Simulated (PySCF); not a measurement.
Method: B3LYP-D3(BJ)/def2-TZVP run with PySCF. Gas-phase values, no solvent. B3LYP has the VWN-RPA correlation part, as in Gaussian. Excitations are Tamm–Dancoff values on a coarser integration grid. The basis has no diffuse functions, so Rydberg states are missing or too high.

Reference species (SMILES): `B(N)([SiH3])[SiH3]` (neutral, multiplicity 1).

```yaml
S1–T1 gap (TDA): 0.68 eV
dipole_moment: 2.62 D
HOMO: -7.19 eV
S1 excitation (TDA): 4.75 eV
```

Changed species: `[SiH3]B([SiH3])[SiH3]` (3 of 3 NH2 replaced by SiH3; the reference has 2 of 3 NH2 replaced by SiH3).

Task: What does the change do to the S1–T1 gap (TDA), dipole moment, HOMO and S1 excitation (TDA)?

Result: the S1–T1 gap (TDA) stays essentially unchanged; the dipole moment falls by 2.59 D, to 0.03 D; the HOMO decreases by 0.62 eV, to -7.81 eV; the S1 excitation (TDA) falls by 1.50 eV, to 3.25 eV.
